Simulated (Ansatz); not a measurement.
Be₂F₅⁻. Charge -1, multiplicity 1. Geometry PBE-D4/def2-SVPD.

```tsv
atom	x (Å)	y (Å)	z (Å)
Be1	1.282	0.903	-0.128
Be2	-1.281	-0.905	0.122
F3	1.083	2.204	-0.776
F4	0.006	-0.015	-0.039
F5	-2.055	-0.687	1.350
F6	2.509	0.341	0.449
F7	-1.544	-1.841	-0.978
```

B3LYP takes the VWN-RPA correlation. The structure comes from a short search, and lower isomers may exist.

(1) Estimate the orbital energies around the gap (eV) in Ansatz with PBE-D4/def2-TZVPD, r2SCAN-D4/def2-TZVPD, B3LYP-D4/def2-TZVPD, PBE0-D4/def2-TZVPD, r2SCAN0-D4/def2-TZVPD.

Answers

(1) 
```
orbital  PBE-D4/def2-TZVPD  r2SCAN-D4/def2-TZVPD  B3LYP-D4/def2-TZVPD  PBE0-D4/def2-TZVPD  r2SCAN0-D4/def2-TZVPD
 HOMO−5              -4.57                 -4.99                -6.33               -6.62                  -6.95
 HOMO−4              -4.31                 -4.74                -6.06               -6.34                  -6.68
 HOMO−3              -4.21                 -4.64                -5.92               -6.20                  -6.54
 HOMO−2              -4.20                 -4.63                -5.92               -6.19                  -6.53
 HOMO−1              -3.91                 -4.35                -5.66               -5.95                  -6.29
   HOMO              -3.91                 -4.34                -5.66               -5.95                  -6.28
   LUMO               2.85                  3.43                 3.16                3.41                   3.76
 LUMO+1               3.24                  3.70                 3.39                3.60                   3.86
 LUMO+2               3.58                  4.02                 3.77                3.93                   4.18
 LUMO+3               3.58                  4.02                 3.77                3.93                   4.18
 LUMO+4               4.09                  4.48                 4.20                4.40                   4.64
 LUMO+5               4.10                  4.51                 4.20                4.40                   4.64
```
